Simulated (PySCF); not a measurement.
Compound: C6H8N2OSi.
Atom-mapped SMILES: `[CH:1]#[C:2][SiH2:3][n:4]1[cH:5][n:6][cH:7][c:8]1[O:9][CH3:10]`

NICS is the negative of the GIAO shielding at a point without a nucleus: at the ring centre (0) and 1 Å above and below it (1); zz is the component along the ring normal. Level: GIAO PBE0/pcSseg-1 (PySCF, non-relativistic, gas phase) on the PBE0-D3(BJ)/def2-SVP geometry, one conformer.

Ring bond lengths (Å), with Mayer bond orders in brackets: N4–C5 1.385 (1.09), C5–N6 1.300 (1.68), N6–C7 1.376 (1.27), C7–C8 1.374 (1.52), C8–N4 1.375 (1.07).

Question: What do the NICS probes read (ppm)?

Answer: 
```
          ring                                                 type  NICS(0)  NICS(1), two faces  NICS(1)zz, two faces  rms pucker (Å)  centre to ring atoms, mean (Å)
N4–C5–N6–C7–C8  5-membered ring with 2 N; formal bonds all aromatic    -11.8         -9.8 / -9.8         -25.1 / -25.1            0.00                            1.16
```

Question: What can be read from them?

Answer: 
- N4–C5–N6–C7–C8: mean NICS(1)zz -25.1 ppm, shielded, aromatic by this magnetic criterion (flat ring, no four-coordinate atom).

Question: How equal are the bonds by HOMA? HOMA = 1 − mean of α(R − Ropt)² over the ring bonds, with Krygowski's 1993 parameters (CC: Ropt 1.388 Å, α 257.7 Å⁻²; CN: Ropt 1.334 Å, α 93.52 Å⁻²).

Answer: 
- N4–C5–N6–C7–C8: HOMA 0.85; the largest term is that of N4–C5, α(R − Ropt)² = 0.24. The geometric and the magnetic index point the same way.

Question: Give the inner angles of the rings and the Hirshfeld charges of the ring atoms.

Answer: 
- N4–C5–N6–C7–C8: N4 104.8° (-0.122 e), C5 112.4° (+0.028 e), N6 106.4° (-0.212 e), C7 108.9° (-0.080 e), C8 107.5° (+0.087 e); sum 540.0° against 540° for a flat convex ring.

Question: How do the values depend on the level or the medium?

Answer: 
| level | NICS(0), N4–C5–N6–C7–C8 | mean NICS(1)zz, N4–C5–N6–C7–C8 |
| --- | --- | --- |
| PBE0/pcSseg-1, gas | -11.8 | -25.1 |
| mPW1PW91/pcSseg-1, gas | -11.8 | -25.0 |
| PBE0/pcSseg-1, IEF-PCM acetone | -11.7 | -25.2 |
| PBE0/pcSseg-1, IEF-PCM tetrahydrofuran | -11.7 | -25.1 |

The geometry is the same throughout; the continuum's cavity takes Bondi-type radii × 1.2.

The values belong to the conformer `[CH:1]#[C:2][SiH2:3][n:4]1[cH:5][n:6][cH:7][c:8]1[O:9][CH3:10]`: C2–Si3–N4–C5 0°, C7–C8–O9–C10 1°.
